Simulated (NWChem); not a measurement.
System: GeH₄; SMILES [GeH4]

Program: NWChem. Pople sets run with spherical d functions. STO-3G and 3-21G are far too small for this property and stand as cheap habits. All runs use the structure optimised with PBE0/def2-SVP. Field at 589 nm.

```json
[
 {"level": "B3LYP/STO-3G", "isotropic polarisability (bohr³)": "11.8", "anisotropy (bohr³)": "0.0", "relative time": "1"},
 {"level": "B3LYP/6-31G*", "isotropic polarisability (bohr³)": "26.9", "anisotropy (bohr³)": "0.0", "relative time": "5"},
 {"level": "B3LYP/def2-SVP", "isotropic polarisability (bohr³)": "30.5", "anisotropy (bohr³)": "0.0", "relative time": "3"},
 {"level": "B3LYP/def2-SVPD", "isotropic polarisability (bohr³)": "36.7", "anisotropy (bohr³)": "0.0", "relative time": "8"},
 {"level": "B3LYP/aug-cc-pVDZ", "isotropic polarisability (bohr³)": "37.2", "anisotropy (bohr³)": "0.0", "relative time": "60"},
 {"level": "B3LYP/def2-TZVPD", "isotropic polarisability (bohr³)": "37.0", "anisotropy (bohr³)": "0.0", "relative time": "20"}
]
```

The last column is a rough cost ratio, cheapest run = 1.
